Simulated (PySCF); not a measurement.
# MH for M along group 15

CCSD(T) with double-zeta basis sets in PySCF, for the lowest determinant that a PBE0 search found; no spin–orbit coupling. De refers to high-spin ground-configuration atoms.

```tsv
M	basis	reference, frozen orbitals	state (unpaired electrons)	Re (Å)	ωe (cm⁻¹)	De (eV)
N	cc-pVDZ	UHF, 1	triplet (π ↑↑)	1.056	3197	3.10
P	def2-SVP	UHF, 5	triplet (π ↑↑)	1.434	2368	2.83
As	aug-cc-pVDZ-PP/aug-cc-pVDZ	UHF, 4	triplet (π ↑↑)	1.538	2128	2.64
Sb	def2-SVP	UHF, 4	triplet (π ↑↑)	1.724	1898	2.28
Bi	cc-pVDZ-PP/cc-pVDZ	UHF, 4	triplet (π ↑↑)	1.804	1761	2.09
```

Q: By what factor does the bond length vary along the series?

A: At CCSD(T) it runs from 1.056 Å (NH) to 1.804 Å (BiH), a factor of 1.71.

The rows differ in basis set, which adds steps of its own.

Down a group the atoms grow and get heavier, so bonds lengthen and wavenumbers fall; this series shows no clear exception.

Correlated steps freeze the inner cores (1 to 5 orbitals); shallow outer-core shells are correlated. Correlated levels converge slowly with the basis: in double zeta they bind strong bonds too weakly, by up to about 1 eV, and carry superposition errors of some tenths. These are scalar-relativistic numbers at best; spin–orbit coupling would shift them, the dissociation energy most. States were picked by a PBE0 search and need not be the measured ground states.
